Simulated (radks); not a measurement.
Q: Neutral ruthenium, 44 electrons, occupied as [Kr] 4d7 5s1. Method: scalar-relativistic Kohn-Sham, r2SCAN, spin-polarised, spherical densities, finite nucleus; open shells are filled with parallel spins first (spin-orbit coupling, left out, can overturn this in heavy ions); meta-GGA in the generalised Kohn-Sham scheme; Fermi nuclear charge, rms radius 4.4809 fm; computed with a radial shooting solver on a logarithmic mesh with Libxc functionals. Some entries of the table are withheld. Estimate them.

| orbital | occ. | eigenvalue (eV) | <r> (bohr) | <r^2> (bohr^2) |
|---|---|---|---|---|
| 1s up | 1 | -21982.85 | 0.03344 | 0.001510 |
| 1s down | 1 | -21982.85 | 0.03344 | 0.001510 |
| 2s up | 1 | -3173.619 | 0.1456 | 0.02499 |
| 2s down | 1 | -3173.055 | 0.1456 | 0.02499 |
| 2p up | 3 | -2839.569 | 0.1270 | 0.01970 |
| 2p down | 3 | -2839.154 | 0.1270 | 0.01969 |
| 3s up | 1 | -564.2275 | 0.4017 | 0.1847 |
| 3s down | 1 | -564.0596 | 0.4017 | 0.1847 |
| 3p up | 3 | -453.4994 | 0.4024 | 0.1882 |
| 3p down | 3 | -453.2720 | 0.4024 | 0.1882 |
| 3d up | 5 | -275.8984 | 0.3841 | 0.1767 |
| 3d down | 5 | -275.4482 | 0.3841 | 0.1766 |
| 4s up | 1 | -79.3661 | 1.025 | 1.191 |
| 4s down | 1 | -76.9680 | 1.020 | 1.180 |
| 4p up | 3 | (1) | 1.135 | 1.477 |
| 4p down | 3 | (2) | 1.128 | 1.460 |
| 4d up | 5 | -6.2821 | 1.679 | 3.512 |
| 5s up | 1 | (3) | 3.248 | 12.12 |
| 4d down | 2 | -3.4574 | 1.729 | 3.821 |
| 5s down | 0 | (4) | 3.651 | 15.64 |
| 5p up | 0 | -0.9249 | 4.562 | 24.85 |

A: 
(1) 4p up eigenvalue (eV): -48.7394
(2) 4p down eigenvalue (eV): -46.1301
(3) 5s up eigenvalue (eV): -5.0289
(4) 5s down eigenvalue (eV): -2.7565
